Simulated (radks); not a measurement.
Computed order of ionisation of molybdenum. At each step one electron was removed from each of the four highest sub-shells of the ion before, moves of one valence electron (up to charge 6) and the configuration listed by NIST were tried, and the lowest configuration was kept. Level of theory: Dirac Kohn-Sham, relativistic LDA (MacDonald-Vosko exchange, VWN5 correlation), spin-unpolarised, spherical densities, finite nucleus; Fermi nuclear charge, rms radius of each element as measured or else 0.836 A^(1/3) + 0.57 fm (a radial shooting solver on a logarithmic mesh with Libxc functionals). Sub-shells are occupied by j as written (lower j first in brackets).

species,lowest configuration found,NIST configuration,margin to the next tried (eV),IE (eV),NIST IE (eV),kind
Mo,"[Kr] 4d(3/2: 4, 5/2: 1) 5s1",same,0.038,7.135,7.092,exp.
Mo+,"[Kr] 4d(3/2: 4, 5/2: 1)",same,0.978,15.541,16.2,semi-emp.
Mo2+,"[Kr] 4d(3/2: 4, 5/2: 0)",same,0.252,27.062,27.1,semi-emp.
Mo3+,"[Kr] 4d(3/2: 3, 5/2: 0)",same,7.076,39.846,40.3,semi-emp.
Mo4+,"[Kr] 4d(3/2: 2, 5/2: 0)",same,10.674,53.845,54.42,semi-emp.
Mo5+,"[Kr] 4d(3/2: 1, 5/2: 0)",same,14.591,68.891,68.827,exp.
Mo6+,[Kr],same,39.674,125.70,125.64,semi-emp.
Mo7+,"[Ar] 3d10 4s2 4p(1/2: 2, 3/2: 3)",same,3.082,144.94,144,exp.
Mo8+,"[Ar] 3d10 4s2 4p(1/2: 2, 3/2: 2)",same,3.247,164.76,164.1,exp.
Mo9+,"[Ar] 3d10 4s2 4p(1/2: 2, 3/2: 1)",same,3.417,185.08,186,semi-emp.
Mo10+,"[Ar] 3d10 4s2 4p(1/2: 2, 3/2: 0)",same,3.593,209.65,209,theory
Mo11+,"[Ar] 3d10 4s2 4p(1/2: 1, 3/2: 0)",same,27.678,231.18,230.3,semi-emp.
Mo12+,[Ar] 3d10 4s2,same,28.122,281.51,279.1,semi-emp.
Mo13+,[Ar] 3d10 4s1,same,201.05,303.92,302.60,exp.

Reference values: NIST Atomic Spectra Database (exp. = measured, semi-emp. = semi-empirical, theory = theoretical value adopted there). Spin polarisation and multiplet splitting are left out, so open shells lie too high by an amount that depends on their filling.

Beside tabulated values, note that spin-unpolarised runs miss the spin-polarisation part of the exchange energy of open shells.
